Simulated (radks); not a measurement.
Problem. The mean radii <r> (bohr) of the occupied orbitals of an atom or ion are listed with their occupations. Calculated with a radial shooting solver on a logarithmic mesh with Libxc functionals: Dirac Kohn-Sham, PBE, spin-unpolarised, spherical densities, point nucleus.

| orbital | occ. | <r> |
|---|---|---|
| 1s1/2 | 2 | 0.03428 |
| 2s1/2 | 2 | 0.1492 |
| 2p1/2 | 2 | 0.1271 |
| 2p3/2 | 4 | 0.1317 |
| 3s1/2 | 2 | 0.4139 |
| 3p1/2 | 2 | 0.4074 |
| 3p3/2 | 4 | 0.4179 |
| 3d3/2 | 4 | 0.3938 |
| 3d5/2 | 6 | 0.3972 |
| 4s1/2 | 2 | 0.9843 |
| 4p1/2 | 2 | 1.034 |
| 4p3/2 | 2 | 1.054 |

Name the element and its charge. Open shells, if any, fill j = l - 1/2 first.

Solution. Z = 43, technetium, charge +9: Tc9+ in [Ar] 3d10 4s2 4p4. The 1s radius gives Z: for a bare nucleus <r> = (2 gamma + 1)/(2Z) with gamma = sqrt(1 - (Z/c)^2), 0.03371 bohr for Z = 43, and screening makes it slightly larger (0.03428 here). The occupations add up to 34, and the charge is Z minus that.
